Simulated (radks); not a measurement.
The numbers below are computed, except where a source is named.
Spin polarisation of the 4f4 shell in neutral neodymium. Start: [Xe] 4f(up 2, down 2) 6s2; electrons of 4f are moved from spin down to spin up, other shells keep equal spins. Code: a radial shooting solver on a logarithmic mesh with Libxc functionals. Model: scalar-relativistic Kohn-Sham, PBE, spin-polarised, spherical densities, point nucleus. Estimate the energy gained and the exchange splitting at a moment of 4 Bohr magnetons.

Answer. At moment 4 the spin-polarisation energy is -2.501 eV and the 4f exchange splitting 2.472 eV, that is 0.618 eV per Bohr magneton; E = -I m^2/4 would give I = 0.625 eV.
